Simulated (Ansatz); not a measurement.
Mulliken charges of `NC(F)[TeH]` from B3LYP/def2-TZVPP in Ansatz (PBE0-D4/def2-TZVP geometry).

| atom | x (Å) | y (Å) | z (Å) | charge (e) |
| --- | --- | --- | --- | --- |
| N1 | 0.057 | 1.270 | -0.399 | -0.282 |
| C2 | 0.368 | 0.026 | 0.161 | 0.092 |
| F3 | 1.454 | -0.531 | -0.468 | -0.206 |
| Te4 | -1.281 | -1.424 | 0.014 | 0.000 |
| H5 | -0.468 | 1.245 | -1.261 | 0.149 |
| H6 | -0.311 | 1.942 | 0.254 | 0.156 |
| H7 | 0.613 | 0.139 | 1.216 | 0.119 |
| H8 | -0.341 | -2.725 | 0.427 | -0.028 |

Q: By hand: the dipole of these point charges (1 e Å = 4.8032 D).

A: Σ q r = (-0.317, 0.335, 0.208) e Å, of length 0.506 e Å = 2.43 D.

Q: How does the dipole of the full density compare? (An estimate is asked.)

A: Computed: (-0.272, 0.349, 0.186) e Å, 2.31 D; the point charges give 1.05 times that, at 5° from its direction.

Point charges leave out the atoms' own dipoles, such as those of lone pairs, and Mulliken's split depends on the basis, so the close match here is no proof of good charges.

B3LYP here is the variant with VWN-RPA as its local correlation; programs differ in this.
